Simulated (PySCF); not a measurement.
H3Cl3Si2, singlet, at a GFN2-xTB geometry; PBE/6-31G, polarisability by finite fields run with PySCF.

Here is a job for PySCF.
```python
from pyscf import gto, scf, dft

mol = gto.M(
    atom='''
Si    1.49548376    0.21820303   -0.36873147
Cl    2.57850744   -0.46897700    1.18344916
Si   -0.75592712    0.27732293    0.20646352
Cl   -1.72914080    1.51162886   -1.07309414
Cl   -1.61755240   -1.54872788    0.06188750
H     1.78688735   -0.64789570   -1.51395352
H     2.00165352    1.55358401   -0.69004275
H    -1.08317558    0.76024099    1.54762513
''',
    basis='6-31g',
    verbose=4,
)

mf = dft.RKS(mol)
mf.xc = 'pbe'
mf.conv_tol = 1e-6
mf.kernel()
h0, z, done = mf.get_hcore(), mol.intor('int1e_r')[2], []
def energy(F):
    f = mf.copy()
    f.scf_summary = {}
    f.get_hcore = lambda *a: h0 + F * z
    e = f.kernel(mf.make_rdm1())
    done.append(f.converged)
    return e
F = 2e-4
alpha = -(energy(F) + energy(-F) - 2 * mf.e_tot) / F**2
print('alpha_zz =', alpha)
```

It wrote (shortened):

```
PySCF version 2.14.0

[INPUT] verbose = 4
[INPUT] num. atoms = 8
[INPUT] num. electrons = 82
[INPUT] charge = 0
[INPUT] spin (= nelec alpha-beta = 2S) = 0
[INPUT] symmetry False subgroup None
[INPUT] Mole.unit = angstrom
[INPUT] Symbol           X                Y                Z      unit          X                Y                Z       unit  Magmom
[INPUT]  1 Si     1.495483760000   0.218203030000  -0.368731470000 AA    2.826054730135   0.412343966250  -0.696801491808 Bohr   0.0
[INPUT]  2 Cl     2.578507440000  -0.468977000000   1.183449160000 AA    4.872672871753  -0.886238088720   2.236394794747 Bohr   0.0
[INPUT]  3 Si    -0.755927120000   0.277322930000   0.206463520000 AA   -1.428495226931   0.524064385762   0.390159507514 Bohr   0.0
[INPUT]  4 Cl    -1.729140800000   1.511628860000  -1.073094140000 AA   -3.267602542811   2.856564547389  -2.027854030476 Bohr   0.0
[INPUT]  5 Cl    -1.617552400000  -1.548727880000   0.061887500000 AA   -3.056731028133  -2.926671534678   0.116950425534 Bohr   0.0
[INPUT]  6 H      1.786887350000  -0.647895700000  -1.513953520000 AA    3.376727706950  -1.224345430283  -2.860957518121 Bohr   0.0
[INPUT]  7 H      2.001653520000   1.553584010000  -0.690042750000 AA    3.782576949072   2.935848290404  -1.303991811742 Bohr   0.0
[INPUT]  8 H     -1.083175580000   0.760240990000   1.547625130000 AA   -2.046905191017   1.436647259768   2.924587639194 Bohr   0.0

nuclear repulsion = 494.025791017055
number of shells = 41
number of NR pGTOs = 242
number of NR cGTOs = 71
basis = 6-31g
ecp = {}

******** <class 'pyscf.dft.rks.RKS'> ********
method = RKS
initial guess = minao
damping factor = 0
level_shift factor = 0
DIIS = <class 'pyscf.scf.diis.CDIIS'>
diis_start_cycle = 1
diis_space = 8
diis_damp = 0
SCF conv_tol = 1e-06
SCF conv_tol_grad = None
SCF max_cycles = 50
direct_scf = True
direct_scf_tol = 1e-13
XC library pyscf.dft.libxc version 7.1.2
    S. Lehtola, C. Steigemann, M. J. T. Oliveira, and M. A. L. Marques,  SoftwareX 7, 1–5 (2018)
XC functionals = pbe
    J. P. Perdew, K. Burke, and M. Ernzerhof,  Phys. Rev. Lett. 77, 3865 (1996)
    J. P. Perdew, K. Burke, and M. Ernzerhof,  Phys. Rev. Lett. 78, 1396 (1997)
    J. P. Perdew, K. Burke, and M. Ernzerhof,  Phys. Rev. Lett. 77, 3865 (1996)
    J. P. Perdew, K. Burke, and M. Ernzerhof,  Phys. Rev. Lett. 78, 1396 (1997)
radial grids:
    Treutler-Ahlrichs [JCP 102, 346 (1995); DOI:10.1063/1.469408] (M4) radial grids

becke partition: Becke, JCP 88, 2547 (1988); DOI:10.1063/1.454033
pruning grids: <function nwchem_prune>
grids dens level: 3
symmetrized grids: False
atomic radii adjust function: <function treutler_atomic_radii_adjust>
small_rho_cutoff = 0
Set gradient conv threshold to 0.001
Initial guess from minao.
tot grids = 124424
init E= -1960.95187406368
  HOMO = -0.280091229599372  LUMO = -0.0653016250993802  gap/eV = 5.84472
cycle= 1 E= -1960.33850284253  delta_E= 0.613  |g|= 0.447  |ddm|= 2.91
  HOMO = -0.251858618723672  LUMO = -0.0972383960314714  gap/eV = 4.20743
cycle= 2 E= -1960.20258628114  delta_E= 0.136  |g|= 0.779  |ddm|= 2.35
  HOMO = -0.269056849265409  LUMO = -0.0738811289287561  gap/eV = 5.31100
cycle= 3 E= -1960.41670943458  delta_E= -0.214  |g|= 0.0216  |ddm|= 1.49
  HOMO = -0.270884345782694  LUMO = -0.0762035162132971  gap/eV = 5.29754
cycle= 4 E= -1960.41681891774  delta_E= -0.000109  |g|= 0.0169  |ddm|= 0.0888
  HOMO = -0.271378273728272  LUMO = -0.0761523082837433  gap/eV = 5.31237
cycle= 5 E= -1960.41692289221  delta_E= -0.000104  |g|= 0.00413  |ddm|= 0.039
  HOMO = -0.271199897965776  LUMO = -0.0759461738296282  gap/eV = 5.31312
cycle= 6 E= -1960.41692955682  delta_E= -6.66e-06  |g|= 0.000743  |ddm|= 0.00977
  HOMO = -0.271118919760369  LUMO = -0.0758574716305572  gap/eV = 5.31333
cycle= 7 E= -1960.4169297996  delta_E= -2.43e-07  |g|= 8.84e-05  |ddm|= 0.00172
  HOMO = -0.271131123293478  LUMO = -0.0758633139500647  gap/eV = 5.31351
Extra cycle  E= -1960.41692979836  delta_E= 1.24e-09  |g|= 0.000108  |ddm|= 0.000398
converged SCF energy = -1960.41692979836

******** <class 'pyscf.dft.rks.RKS'> ********
method = RKS
initial guess = minao
damping factor = 0
level_shift factor = 0
DIIS = <class 'pyscf.scf.diis.CDIIS'>
diis_start_cycle = 1
diis_space = 8
diis_damp = 0
SCF conv_tol = 1e-06
SCF conv_tol_grad = None
SCF max_cycles = 50
direct_scf = True
direct_scf_tol = 1e-13
XC library pyscf.dft.libxc version 7.1.2
    S. Lehtola, C. Steigemann, M. J. T. Oliveira, and M. A. L. Marques,  SoftwareX 7, 1–5 (2018)
XC functionals = pbe
    J. P. Perdew, K. Burke, and M. Ernzerhof,  Phys. Rev. Lett. 77, 3865 (1996)
    J. P. Perdew, K. Burke, and M. Ernzerhof,  Phys. Rev. Lett. 78, 1396 (1997)
    J. P. Perdew, K. Burke, and M. Ernzerhof,  Phys. Rev. Lett. 77, 3865 (1996)
    J. P. Perdew, K. Burke, and M. Ernzerhof,  Phys. Rev. Lett. 78, 1396 (1997)
radial grids:
    Treutler-Ahlrichs [JCP 102, 346 (1995); DOI:10.1063/1.469408] (M4) radial grids

becke partition: Becke, JCP 88, 2547 (1988); DOI:10.1063/1.454033
pruning grids: <function nwchem_prune>
grids dens level: 3
symmetrized grids: False
atomic radii adjust function: <function treutler_atomic_radii_adjust>
small_rho_cutoff = 0
Overwritten attributes  get_hcore  of <class 'pyscf.dft.rks.RKS'>
Set gradient conv threshold to 0.001
init E= -1960.41690899189
  HOMO = -0.271054949843464  LUMO = -0.0759013980753379  gap/eV = 5.31040
cycle= 1 E= -1960.41690931556  delta_E= -3.24e-07  |g|= 0.00139  |ddm|= 0.0109
  HOMO = -0.271154229490677  LUMO = -0.075898730722234  gap/eV = 5.31317
cycle= 2 E= -1960.41690853914  delta_E= 7.76e-07  |g|= 0.00207  |ddm|= 0.0088
  HOMO = -0.271100466610496  LUMO = -0.07589505433666  gap/eV = 5.31181
cycle= 3 E= -1960.41691025876  delta_E= -1.72e-06  |g|= 0.000175  |ddm|= 0.00456
  HOMO = -0.271098402383858  LUMO = -0.0758956017676399  gap/eV = 5.31174
cycle= 4 E= -1960.41691027315  delta_E= -1.44e-08  |g|= 4.17e-05  |ddm|= 0.000526
  HOMO = -0.271097993256631  LUMO = -0.075897804021455  gap/eV = 5.31167
Extra cycle  E= -1960.41691027211  delta_E= 1.04e-09  |g|= 6.88e-05  |ddm|= 0.000242
converged SCF energy = -1960.41691027211

******** <class 'pyscf.dft.rks.RKS'> ********
method = RKS
initial guess = minao
damping factor = 0
level_shift factor = 0
DIIS = <class 'pyscf.scf.diis.CDIIS'>
diis_start_cycle = 1
diis_space = 8
diis_damp = 0
SCF conv_tol = 1e-06
SCF conv_tol_grad = None
SCF max_cycles = 50
direct_scf = True
direct_scf_tol = 1e-13
XC library pyscf.dft.libxc version 7.1.2
    S. Lehtola, C. Steigemann, M. J. T. Oliveira, and M. A. L. Marques,  SoftwareX 7, 1–5 (2018)
XC functionals = pbe
    J. P. Perdew, K. Burke, and M. Ernzerhof,  Phys. Rev. Lett. 77, 3865 (1996)
    J. P. Perdew, K. Burke, and M. Ernzerhof,  Phys. Rev. Lett. 78, 1396 (1997)
    J. P. Perdew, K. Burke, and M. Ernzerhof,  Phys. Rev. Lett. 77, 3865 (1996)
    J. P. Perdew, K. Burke, and M. Ernzerhof,  Phys. Rev. Lett. 78, 1396 (1997)
radial grids:
    Treutler-Ahlrichs [JCP 102, 346 (1995); DOI:10.1063/1.469408] (M4) radial grids

becke partition: Becke, JCP 88, 2547 (1988); DOI:10.1063/1.454033
pruning grids: <function nwchem_prune>
grids dens level: 3
symmetrized grids: False
atomic radii adjust function: <function treutler_atomic_radii_adjust>
small_rho_cutoff = 0
Set gradient conv threshold to 0.001
init E= -1960.41695060483
  HOMO = -0.271181475790986  LUMO = -0.0758167493803533  gap/eV = 5.31614
cycle= 1 E= -1960.41695095427  delta_E= -3.49e-07  |g|= 0.00133  |ddm|= 0.0107
  HOMO = -0.271108891536778  LUMO = -0.07582498611652  gap/eV = 5.31395
cycle= 2 E= -1960.41695021294  delta_E= 7.41e-07  |g|= 0.00201  |ddm|= 0.00856
  HOMO = -0.271150977414395  LUMO = -0.0758277896669882  gap/eV = 5.31501
cycle= 3 E= -1960.41695182312  delta_E= -1.61e-06  |g|= 0.000173  |ddm|= 0.00444
  HOMO = -0.271151638828699  LUMO = -0.0758260858988652  gap/eV = 5.31508
cycle= 4 E= -1960.4169518372  delta_E= -1.41e-08  |g|= 4.07e-05  |ddm|= 0.00052
  HOMO = -0.271151994856407  LUMO = -0.0758239846572483  gap/eV = 5.31515
Extra cycle  E= -1960.41695183625  delta_E= 9.57e-10  |g|= 6.65e-05  |ddm|= 0.000231
converged SCF energy = -1960.41695183625
alpha_zz = 62.7908889327955
```
